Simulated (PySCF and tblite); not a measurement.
The numbers below are computed, except where a source is named.
System: C4H3FN2S2, numbered as in [CH3:1][C:2](=[S:3])[c:4]1[n:5][c:6]([F:7])[n:8][s:9]1.

For the rotation about the C4–C2 bond (torsion N5–C4–C2–C1 from 0° to 180°, rising): electronic barrier 8.34 kcal/mol, zero-point change -0.18 kcal/mol, thermal and entropy terms at 350 K a further 0.63 kcal/mol (symmetry numbers apart). The minimum is Cs, the saddle C1. The path came from a restrained scan, a climbing-image band and a saddle search at GFN2-xTB; energies are PBE0/pcSseg-1 + D3(BJ)//GFN2-xTB, thermal terms GFN2-xTB. Rate constants are transition-state-theory values, counting equivalent paths, without tunnelling. Run with tblite and PySCF.

Problem. How many equivalent paths lead out of the minimum?

Solution. 2: the symmetry number of the minimum is 1, that of the saddle displaced along its mode 1, and the displaced saddle is chiral while the minimum is not, which doubles the count.

Problem. Work out the rate at 350 K.

Solution. ΔG‡ = 8.79 kcal/mol; k_B T/h = 7.3×10¹² s⁻¹; exp(−ΔG‡/RT) = 3.2×10⁻⁶; times 2 gives k = 4.7×10⁷ s⁻¹. Wigner's tunnelling factor for the 51i cm⁻¹ mode would be 1.00.
